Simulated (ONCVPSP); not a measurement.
**How hard is this O ONCV potential?**

- Element: oxygen
- Generator: ONCVPSP 4.0.1
- Type: optimised norm-conserving Vanderbilt (ONCV)
- Functional: PBEsol
- Relativity: scalar-relativistic
- Frozen core: [He]
- Valence charge: 6
- Reference configuration: 2s1.75 2p4.25
- Partial waves: 2s: rc 0.80 bohr, ncon 3, nbas 7, qcut 7.5 1/bohr, 2 projectors, debl 2.6 Ha; 2p: rc 1.00 bohr, ncon 4, nbas 8, qcut 6.7 1/bohr, 1 projector; d scattering state at 0.11 Ha: rc 0.85 bohr, ncon 4, nbas 8, qcut 10.7 1/bohr, 1 projector
- Local potential: polynomial inside 0.70 bohr (lpopt 4, dvloc0 3 Ha)
- Core correction: polynomial model core, fcfact 0.4

Q: For each optimised wave give the share of its norm inside rc, the residual kinetic energy above qcut (Ha) and the cutoffs (Ha) for errors of 10, 1, 0.1 and 0.01 mHa per electron.

A:

| wave | norm inside rc | residual KE | 10 mHa | 1 mHa | 0.1 mHa | 0.01 mHa |
| --- | --- | --- | --- | --- | --- | --- |
| 2s | 0.275 | 3.8e-03 | 22.6 | 67.2 | 215.2 | not reached |
| s projector 2 | 0.101 | 2.9e-03 | 21.4 | 36.1 | 247.7 | 418.2 |
| 2p | 0.433 | 3.9e-02 | 50.9 | 184.3 | 215.3 | 293.4 |
| d projector 1 | 0.000 | 7.2e-09 | 0.2 | 0.6 | 2.5 | 8.8 |

The occupied waves need 184 Ha and 215 Ha for 1 and 0.1 mHa. Rows with under 1 % of the norm inside rc give no meaningful cutoff.
